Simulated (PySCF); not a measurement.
## Shieldings and the share of exact exchange

Molecule: `C[SiH2]O[SiH3]`, CH₈OSi₂.

Geometry:
```
atom   x (Å)   y (Å)   z (Å)
  C1   1.987  -0.522   0.327
 Si2   0.766   0.685  -0.408
  O3  -0.768   0.344   0.106
 Si4  -2.157  -0.230   0.771
  H5   1.752  -1.555   0.026
  H6   3.009  -0.291  -0.016
  H7   1.977  -0.472   1.426
  H8   0.793   0.606  -1.901
  H9   1.104   2.081   0.004
 H10  -1.867  -1.409   1.644
 H11  -2.801   0.835   1.597
 H12  -3.102  -0.649  -0.306
```

GIAO shieldings (ppm, equivalent atoms averaged) in PySCF 2.14.0 with density-fitted response routines on the PBE0-D3(BJ)/def2-SVP geometry, basis pcSseg-2, gas phase, non-relativistic:

| functional | exact exchange (%) | σ(Si2) | σ(Si4) | σ(O3) |
| --- | --- | --- | --- | --- |
| BLYP | 0 | 337.0 | 367.2 | 296.2 |
| BP86 | 0 | 342.9 | 371.4 | 301.7 |
| PBE | 0 | 343.4 | 372.4 | 301.4 |
| B3LYP | 20 | 350.6 | 379.2 | 303.9 |
| mPW1PW91 | 25 | 360.4 | 387.5 | 309.9 |
| BHandHLYP | 50 | 371.6 | 398.5 | 312.3 |
| HF | 100 | 410.3 | 435.7 | 323.7 |

(1) Fit each shielding as a line in the percentage of exact exchange.

(2) What does the line predict for PBE0 (25 %), and what does the run give?

Results:

(1) σ(Si2) = 340.4 + 0.68 x (rms 2.9 ppm); σ(Si4) = 369.4 + 0.65 x (rms 2.5 ppm); σ(O3) = 300.3 + 0.24 x (rms 2.2 ppm). The functionals also differ in their semilocal parts, which the line can't hold; Hartree–Fock has no correlation at all.

(2) σ(Si2): 357.4 predicted, 361.0 computed; σ(Si4): 385.6 predicted, 388.2 computed; σ(O3): 306.3 predicted, 310.1 computed ppm.
